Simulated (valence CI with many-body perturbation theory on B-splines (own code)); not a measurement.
Pb66+: fill in the table

Level of theory: relativistic CI+MBPT: six valence electrons over a frozen Dirac-Fock core [Ne], radial functions for each j: 9 s, 9 p, 8 d, 6 f, 3 g, 1 h, with the one-electron correlation potential Σ1 (screened to all orders), the two-electron term Σ2, the three-electron term Σ3, Breit, model QED; selected single and double excitations, second order for the rest, scaled by the run's own slope (own B-spline code, finite nucleus).

The last digits are not significant, and no measured levels were compared; by estimate large intervals hold to a few tenths of a per cent, small ones and those within an open d or f shell to about a per cent. Among the levels kept, up to 1200 cm⁻¹ of a level comes from second order outside the variational space, and about a tenth of that is noise between levels of different J, which matters for small intervals.

```
                         Level  E (eV)
    (3s^2 3p1/2^2 3p3/2^2) J=2    0.00
    (3s^2 3p1/2^2 3p3/2^2) J=0   22.65
(3s^2 3p1/2^2 3p3/2 3d3/2) J=2  268.28
(3s^2 3p1/2^2 3p3/2 3d3/2) J=1       ?
(3s^2 3p1/2^2 3p3/2 3d3/2) J=0  278.57
(3s^2 3p1/2^2 3p3/2 3d3/2) J=3  278.66
(3s^2 3p1/2^2 3p3/2 3d5/2) J=4  402.12
(3s^2 3p1/2^2 3p3/2 3d5/2) J=2       ?
(3s^2 3p1/2^2 3p3/2 3d5/2) J=3  431.62
(3s^2 3p1/2^2 3p3/2 3d5/2) J=1  444.92
    (3s^2 3p1/2^2 3d3/2^2) J=2       ?
      (3s^2 3p1/2 3p3/2^3) J=1       ?
    (3s^2 3p1/2^2 3d3/2^2) J=0       ?
      (3s^2 3p1/2 3p3/2^3) J=2  584.16
(3s^2 3p1/2^2 3d3/2 3d5/2) J=3  687.67
(3s^2 3p1/2^2 3d3/2 3d5/2) J=2  700.24
(3s^2 3p1/2^2 3d3/2 3d5/2) J=4  705.54
(3s^2 3p1/2^2 3d3/2 3d5/2) J=1  706.26
      (3s 3p1/2^2 3p3/2^3) J=2  790.47
      (3s 3p1/2^2 3p3/2^3) J=1       ?
```

Levels are named by their leading jj configuration (3d3/2^4 stands for four electrons in 3d with j = 3/2), which in mixed levels can hold well under half, so a name can repeat and another be missing.

Problem. The levels stand in rising order. What does the calculation give for the missing energies?

Solution. (3s^2 3p1/2^2 3p3/2 3d3/2) J=1 278.39; (3s^2 3p1/2^2 3p3/2 3d5/2) J=2 410.99; (3s^2 3p1/2^2 3d3/2^2) J=2 548.17; (3s^2 3p1/2 3p3/2^3) J=1 573.56; (3s^2 3p1/2^2 3d3/2^2) J=0 576.69; (3s 3p1/2^2 3p3/2^3) J=1 812.21.
